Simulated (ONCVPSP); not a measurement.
# Cutoff test, fluorine, ONCV

```
Element                 : fluorine (F)
Generator               : ONCVPSP 4.0.1
Type                    : optimised norm-conserving Vanderbilt (ONCV)
Functional              : PBEsol
Relativity              : scalar-relativistic
Frozen core             : [He]
Valence charge          : 7
Reference configuration : 2s2 2p5
Partial waves           : 2s: rc 0.75 bohr, ncon 4, nbas 8, qcut 8.4 1/bohr, 1 projector; 2p: rc 1.05 bohr, ncon 5, nbas 10, qcut 12.1 1/bohr, 1 projector
Local potential         : polynomial inside 0.70 bohr (lpopt 5, dvloc0 4 Ha)
Core correction         : none
```

Q: For each optimised wave give the share of its norm inside rc, the residual kinetic energy above qcut (Ha) and the cutoffs (Ha) for errors of 10, 1, 0.1 and 0.01 mHa per electron.

A:

```tsv
wave	norm inside rc	residual KE	10 mHa	1 mHa	0.1 mHa	0.01 mHa
2s	0.323	6.3e-03	31.8	147.6	296.1	345.2
2p	0.561	2.5e-05	44.1	56.7	66.6	128.0
```

The occupied waves need 148 Ha and 296 Ha for 1 and 0.1 mHa. Its largest configuration-test error is +699 meV.
